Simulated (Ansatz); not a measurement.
The same molecule with X = F, Cl, Br. Ansatz, PBE0-D4/def2-TZVP geometries, multiplicity 1. Each molecule was computed in one conformer, which needn't be the lowest.

Scalar relativity is left out up to krypton.

```
 X       molecule  mean X–Si bond length / Å  HOMO–LUMO gap (ωB97M-V/def2-TZVPP) / eV  LUMO energy (PBE/def2-TZVPP) / eV  zero-point energy (PBE0-D4/def2-TZVP) / kJ/mol
Cl  `N[SiH](O)Cl`                      2.058                                    12.53                              -0.13                                           134.6
Br  `N[SiH](O)Br`                      2.227                                    12.46                              -0.19                                           133.2
```

Problem. Give the row for X = F, `N[SiH](O)F`. (An estimate is asked.)

Solution. The calculation gave: 
| X | molecule | mean X–Si bond length / Å | HOMO–LUMO gap (ωB97M-V/def2-TZVPP) / eV | LUMO energy (PBE/def2-TZVPP) / eV | zero-point energy (PBE0-D4/def2-TZVP) / kJ/mol |
| --- | --- | --- | --- | --- | --- |
| F | `N[SiH](O)F` | 1.596 | 12.54 | -0.08 | 138.0 |

From F to Br the mean X–Si bond length rises at each step, by 0.631 Å in all; the HOMO–LUMO gap (ωB97M-V/def2-TZVPP) falls at each step, by 0.08 eV in all; the LUMO energy (PBE/def2-TZVPP) falls at each step, by 0.11 eV in all; the zero-point energy (PBE0-D4/def2-TZVP) falls at each step, by 4.8 kJ/mol in all. Bonds lengthen as the atom grows down the group.

Spin–orbit coupling is left out; it splits and shifts lone-pair levels of the heavy atoms by tenths of an eV.
